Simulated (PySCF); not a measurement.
# What a mistake does to a calculation on AlCClFH2

These are calculations, not measurements. The program is PySCF 2.14.0, an open-source quantum chemistry code, run on an isolated molecule that a program drew, which may never have been made. The molecule is AlCClFH2 (charge 0, doublet), drawn as the SMILES string `[CH2][Al]([F])[Cl]`.

Each row is a Hartree-Fock (HF) and frozen-core CCSD(T) single point in the cc-pV(D+d)Z basis, meant for a local HF minimum. Run 1 is clean. Each other run has one planted mistake out of seven kinds, and not every kind appears here: one electron removed, one electron added, multiplicity raised by two, geometry at a saddle point, minimal basis STO-3G, one bond length entered in bohr, all coordinates scaled. The reference is restricted for singlets and unrestricted otherwise, and also for a bond in bohr. Adding or removing an electron swaps singlet and doublet. Electrons count all cores. HOMO and LUMO are orbital energies over both spins, the gradient is its largest component, and the lowest frequency (negative if imaginary) is given only where the gradient is small. Bond lengths are over the 5 bonds as drawn. T1 is the CCSD diagnostic: over 0.02 (restricted) or 0.045 (unrestricted) a single reference is doubtful.

Geometry of the clean run:
```xyz
6
AlCClFH2, angstrom
C    -0.8400   -1.6543    1.6388
Al    0.7817   -0.6673    1.4938
F     2.2188   -1.4518    1.3159
Cl    0.8419    1.4269    1.5501
H    -1.8164   -1.1883    1.7505
H    -0.8822   -2.7412    1.6182
```

```
run,electrons,basis functions,<S^2>,HOMO (eV),LUMO (eV),gradient (hartree/bohr),lowest frequency (cm^-1),mean bond (Å),longest bond (Å),T1,HF (hartree),CCSD(T) (hartree),mistake
1,47,84,0.758,-11.14,0.85,4.0e-05,172,1.5644,2.096,0.0118,-840.02647,-840.56612,no fault
2,47,84,0.757,-11.14,0.98,5.0e-02,-,1.4925,1.999,0.0108,-840.01188,-840.54707,all coordinates scaled
3,47,30,0.767,-9.56,6.39,3.0e-02,-,1.5644,2.096,0.0136,-830.30647,-830.41376,minimal basis STO-3G
4,46,84,0.000,-17.38,-8.20,7.6e-02,-,1.5644,2.096,0.0173,-839.67553,-840.20097,?
5,47,84,3.767,-4.72,-3.59,1.3e-01,-,1.5644,2.096,0.0785,-839.75490,-840.28925,?
```

**Which mistake was planted in run 4, and what did it cost?**

It counts 46 electrons, one fewer than the clean run, at the same geometry and basis. So the mistake is: one electron removed. Subtracting run 1 and multiplying by 627.51 kcal/mol a hartree, the energy moved by 220.2 kcal/mol in HF and 229.1 kcal/mol in CCSD(T).

**Which mistake was planted in run 5, and what did it cost?**

Electrons, basis and geometry are unchanged, and <S^2> is 3.767, beside S(S+1) = 3.75 for a multiplicity of 4. So the mistake is: multiplicity raised by two. Subtracting run 1 and multiplying by 627.51 kcal/mol a hartree, the energy moved by 170.4 kcal/mol in HF and 173.7 kcal/mol in CCSD(T).

Cautions from the logs. Run 5: T1 is over the limit, so its CCSD(T) energy is less reliable.
